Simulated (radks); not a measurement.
Values are calculated unless marked as measured or tabulated.
Valence configurations of Ga (all share [Ar]). Level of theory: scalar-relativistic Kohn-Sham, r2SCAN, spin-polarised, spherical densities, finite nucleus; open shells are filled with parallel spins first; meta-GGA in the generalised Kohn-Sham scheme; Fermi nuclear charge, rms radius 3.9973 fm (a radial shooting solver on a logarithmic mesh with Libxc functionals). Energies are relative to 3d10 4s2 4p1; eigenvalues in eV for spin up.

valence,E (eV),moment (Bohr magnetons),e(3d),e(4p),e(4s)
3d10 4s2 4p1,0.000,1,-19.637,-2.960,-9.616
3d8 4s2 4p3,45.737,5,-39.509,-6.249,-15.168
3d10 4s1.5 4p1.5,2.590,2,-20.434,-3.637,-10.563
3d10 4s1 4p2,4.504,3,-21.064,-4.158,-11.314
3d7 4s2 4p4,81.746,5,-50.788,-7.442,-17.343
3d9 4s1 4p3,24.039,5,-30.409,-5.632,-13.875
3d9 4s2 4p2,19.677,3,-29.291,-4.664,-12.501
3d9.5 4s2 4p1.5,9.065,2,-24.397,-3.834,-11.093
3d8 4s1 4p4,54.067,5,-41.349,-7.128,-16.444
3d7 4p6,102.62,3,-53.799,-7.910,-

NIST lists [Ar] 3d10 4s2 4p1 as the ground configuration; this level of theory agrees among the configurations tried. The energies are those of spherical high-spin densities, not of single terms.
